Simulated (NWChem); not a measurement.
System: CH7NOSi; SMILES CO[SiH2]N

The following NWChem deck was run.

```
start job
memory heap 200 mb stack 900 mb global 1100 mb
geometry units angstroms noautosym nocenter noautoz
  Si    -0.411739    -0.514773    -0.000247
  N      0.470840    -1.992016     0.000367
  O      0.580175     0.826240    -0.000689
  C      0.064359     2.146434    -0.000621
  H     -1.257047    -0.499265    -1.226264
  H     -1.257200    -0.498290     1.225660
  H      0.979919    -2.265517     0.832720
  H      0.979973    -2.266182    -0.831735
  H     -0.547997     2.346088    -0.892146
  H     -0.547255     2.346289     0.891382
  H      0.907485     2.844460    -0.000974
end
basis spherical
  * library 6-31g*
end
dft
  xc b3lyp
  iterations 150
end
property
  shielding 8 1 2 3 4 5 7 9 11
end
task dft property
```

Excerpt of the output:

```
             Northwest Computational Chemistry Package (NWChem) 7.3.0
             --------------------------------------------------------

                             Geometry "geometry" -> ""
                             -------------------------

 Output coordinates in angstroms (scale by  1.889725989 to convert to a.u.)

  No.       Tag          Charge          X              Y              Z
 ---- ---------------- ---------- -------------- -------------- --------------
    1 Si                  14.0000    -0.41173900    -0.51477300    -0.00024700
    2 N                    7.0000     0.47084000    -1.99201600     0.00036700
    3 O                    8.0000     0.58017500     0.82624000    -0.00068900
    4 C                    6.0000     0.06435900     2.14643400    -0.00062100
    5 H                    1.0000    -1.25704700    -0.49926500    -1.22626400
    6 H                    1.0000    -1.25720000    -0.49829000     1.22566000
    7 H                    1.0000     0.97991900    -2.26551700     0.83272000
    8 H                    1.0000     0.97997300    -2.26618200    -0.83173500
    9 H                    1.0000    -0.54799700     2.34608800    -0.89214600
   10 H                    1.0000    -0.54725500     2.34628900     0.89138200
   11 H                    1.0000     0.90748500     2.84446000    -0.00097400

 Effective nuclear repulsion energy (a.u.)     179.2952976056

                              NWChem Property Module
                              ----------------------

  itol2e modified to match energy
  convergence criterion.

                                 NWChem DFT Module
                                 -----------------

 Summary of "ao basis" -> "ao basis" (spherical)
 ------------------------------------------------------------------------------
       Tag                 Description            Shells   Functions and Types
 ---------------- ------------------------------  ------  ---------------------
 Si                          6-31g*                  8       18   4s3p1d
 N                           6-31g*                  6       14   3s2p1d
 O                           6-31g*                  6       14   3s2p1d
 C                           6-31g*                  6       14   3s2p1d
 H                           6-31g*                  2        2   2s

  itol2e modified to match energy
  convergence criterion.

[...]

          -----------------------------------------
          Chemical Shielding Tensors (GIAO, in ppm)
          -----------------------------------------

                                NWChem CPHF Module
                                ------------------

  scftype          =     RHF
  nclosed          =       21
  nopen            =        0
  variables        =     1113
  # of vectors     =        3
  tolerance        = 0.10D-03
  level shift      = 0.00D+00
  max iterations   =       50
  max subspace     =       30

 SCF residual:    1.4630209673325775E-004

Iterative solution of linear equations
  No. of variables     1113
  No. of equations        3
  Maximum subspace       30
        Iterations       50
       Convergence  1.0D-04

   iter   nsub   residual    time
   ----  ------  --------  ---------
     1      3    3.63D-01      26.3
     2      6    1.44D-02      29.9
     3      9    6.07D-04      33.3
     4     12    4.38D-05      36.6

      Atom:    1  Si
        Diamagnetic
    881.2964      0.5360     -0.0002
      0.5360    887.6192     -0.0028
     -0.0002     -0.0028    878.1368

        Paramagnetic
   -443.5923     11.3145     -0.0062
     11.3145   -431.0827     -0.0241
     -0.0062     -0.0241   -487.8140

        Total Shielding Tensor
    437.7041     11.8506     -0.0063
     11.8506    456.5364     -0.0268
     -0.0063     -0.0268    390.3228

           isotropic =     428.1878
          anisotropy =      51.1028

          Principal Components and Axis System
                 1           2           3
              462.2563    431.9842    390.3228

      1         0.4347      0.9006      0.0000
      2         0.9006     -0.4347      0.0004
      3        -0.0004      0.0001      1.0000

      Atom:    2  N
        Diamagnetic
    316.8632    -15.2074      0.0059
    -15.2074    323.7803     -0.0016
      0.0059     -0.0016    320.7727

        Paramagnetic
    -66.1712      4.3955      0.0037
      4.3955    -86.6366     -0.0055
      0.0037     -0.0055    -99.1150

        Total Shielding Tensor
    250.6920    -10.8119      0.0096
    -10.8119    237.1437     -0.0071
      0.0096     -0.0071    221.6577

           isotropic =     236.4978
          anisotropy =      30.2683

          Principal Components and Axis System
                 1           2           3
              256.6766    231.1591    221.6577

      1         0.8749      0.4843     -0.0002
      2        -0.4843      0.8749      0.0003
      3         0.0003     -0.0002      1.0000

      Atom:    3  O
        Diamagnetic
    385.3752      1.9151     -0.0044
      1.9151    419.4565     -0.0048
     -0.0044     -0.0048    371.9114

        Paramagnetic
    -62.3663     10.0773      0.0068
     10.0773   -139.7857     -0.0352
      0.0068     -0.0352    -73.2453

        Total Shielding Tensor
    323.0089     11.9924      0.0024
     11.9924    279.6707     -0.0399
      0.0024     -0.0399    298.6661

           isotropic =     300.4486
          anisotropy =      38.4862

          Principal Components and Axis System
                 1           2           3
              326.1061    298.6661    276.5735

      1         0.9682      0.0007     -0.2501
      2         0.2501     -0.0017      0.9682
      3        -0.0003      1.0000      0.0018

      Atom:    4  C
        Diamagnetic
    242.8930     -3.8117     -0.0001
     -3.8117    257.1968     -0.0000
     -0.0001     -0.0000    241.5563

        Paramagnetic
   -118.4500    -18.4785     -0.0028
    -18.4785    -77.3916     -0.0019
     -0.0028     -0.0019   -118.7374

[...]
```

Level: B3LYP/6-31G* (spherical d), GIAO. Geometry: optimised at B3LYP/6-31G* (spherical d). The output numbers the shielded atoms by their place in the input's list. The printed shielding anisotropy is the first printed principal value minus the mean of the other two.
